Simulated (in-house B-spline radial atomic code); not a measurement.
Successive ionisation energies of caesium; each step leads to the configuration of the next row (after the last: bare). NIST's values go from ground level to ground level; the uncertainty of those that are theory runs from under 0.1 % in few-electron ions to several per cent in heavy many-electron ones. Computed with an all-electron radial atomic-structure program (B-spline basis): non-relativistic Hartree-Fock, average of the configuration, point nuclei.

This level leaves out relativity, spin-orbit splitting included, which matters for heavy ions.

```json
{"ion": "Cs40+", "configuration": "[Ne] 3s2 3p3", "ionisation energy (eV)": "2923.6", "tabulated value (eV)": "2945", "tabulated kind": "tabulated theory", "computed minus tabulated (eV)": "-21", "highest orbital": "3p", "largest mean radius (bohr)": "0.28114"}
{"ion": "Cs41+", "configuration": "[Ne] 3s2 3p2", "ionisation energy (eV)": "3010.6", "tabulated value (eV)": "3118", "tabulated kind": "tabulated theory", "computed minus tabulated (eV)": "-107", "highest orbital": "3p", "largest mean radius (bohr)": "0.27969"}
{"ion": "Cs42+", "configuration": "[Ne] 3s2 3p1", "ionisation energy (eV)": "3098.5", "tabulated value (eV)": "3214", "tabulated kind": "tabulated theory", "computed minus tabulated (eV)": "-116", "highest orbital": "3p", "largest mean radius (bohr)": "0.27826"}
{"ion": "Cs43+", "configuration": "[Ne] 3s2", "ionisation energy (eV)": "3264.1", "tabulated value (eV)": "3392", "tabulated kind": "tabulated theory", "computed minus tabulated (eV)": "-128", "highest orbital": "3s", "largest mean radius (bohr)": "0.27685"}
{"ion": "Cs44+", "configuration": "[Ne] 3s1", "ionisation energy (eV)": "?", "tabulated value (eV)": "?", "tabulated kind": "tabulated theory", "computed minus tabulated (eV)": "?", "highest orbital": "?", "largest mean radius (bohr)": "?"}
{"ion": "Cs45+", "configuration": "[He] 2s2 2p6", "ionisation energy (eV)": "7958.8", "tabulated value (eV)": "7989", "tabulated kind": "tabulated theory", "computed minus tabulated (eV)": "-30", "highest orbital": "2p", "largest mean radius (bohr)": "0.11604"}
{"ion": "Cs46+", "configuration": "[He] 2s2 2p5", "ionisation energy (eV)": "?", "tabulated value (eV)": "?", "tabulated kind": "tabulated theory", "computed minus tabulated (eV)": "?", "highest orbital": "?", "largest mean radius (bohr)": "?"}
{"ion": "Cs47+", "configuration": "[He] 2s2 2p4", "ionisation energy (eV)": "8435.4", "tabulated value (eV)": "8484", "tabulated kind": "tabulated theory", "computed minus tabulated (eV)": "-49", "highest orbital": "2p", "largest mean radius (bohr)": "0.11473"}
{"ion": "Cs48+", "configuration": "[He] 2s2 2p3", "ionisation energy (eV)": "8678.0", "tabulated value (eV)": "8726", "tabulated kind": "tabulated theory", "computed minus tabulated (eV)": "-48", "highest orbital": "2p", "largest mean radius (bohr)": "0.11409"}
{"ion": "Cs49+", "configuration": "[He] 2s2 2p2", "ionisation energy (eV)": "8923.3", "tabulated value (eV)": "9350", "tabulated kind": "tabulated theory", "computed minus tabulated (eV)": "-427", "highest orbital": "2p", "largest mean radius (bohr)": "0.11345"}
{"ion": "Cs50+", "configuration": "[He] 2s2 2p1", "ionisation energy (eV)": "9171.4", "tabulated value (eV)": "9629", "tabulated kind": "tabulated theory", "computed minus tabulated (eV)": "-458", "highest orbital": "2p", "largest mean radius (bohr)": "0.11282"}
{"ion": "Cs51+", "configuration": "[He] 2s2", "ionisation energy (eV)": "9481.2", "tabulated value (eV)": "9974", "tabulated kind": "tabulated theory", "computed minus tabulated (eV)": "-493", "highest orbital": "2s", "largest mean radius (bohr)": "0.11219"}
{"ion": "Cs52+", "configuration": "[He] 2s1", "ionisation energy (eV)": "9700.6", "tabulated value (eV)": "10208.78", "tabulated kind": "tabulated theory", "computed minus tabulated (eV)": "-508", "highest orbital": "2s", "largest mean radius (bohr)": "0.11162"}
{"ion": "Cs53+", "configuration": "1s2", "ionisation energy (eV)": "?", "tabulated value (eV)": "?", "tabulated kind": "tabulated theory", "computed minus tabulated (eV)": "?", "highest orbital": "?", "largest mean radius (bohr)": "?"}
{"ion": "Cs54+", "configuration": "1s1", "ionisation energy (eV)": "41157.2", "tabulated value (eV)": "42913.14", "tabulated kind": "tabulated theory", "computed minus tabulated (eV)": "-1756", "highest orbital": "1s", "largest mean radius (bohr)": "0.027273"}
```

Task: Fill in the row of Cs44+.

Result: ionisation energy (eV): 3352.3; tabulated value (eV): 3485; computed minus tabulated (eV): -133; highest orbital: 3s; largest mean radius (bohr): 0.27528.

Task: Fill in the row of Cs46+.

Result: ionisation energy (eV): 8195.7; tabulated value (eV): 8224; computed minus tabulated (eV): -28; highest orbital: 2p; largest mean radius (bohr): 0.11538.

Task: Fill in the row of Cs53+.

Result: ionisation energy (eV): 40224.9; tabulated value (eV): 41861.08; computed minus tabulated (eV): -1636; highest orbital: 1s; largest mean radius (bohr): 0.02746.

Task: Where is the largest jump?

Result: From Cs52+ to Cs53+, by a factor of 4.15 (9700.6 to 40225 eV); the highest orbital goes from 2s to 1s.
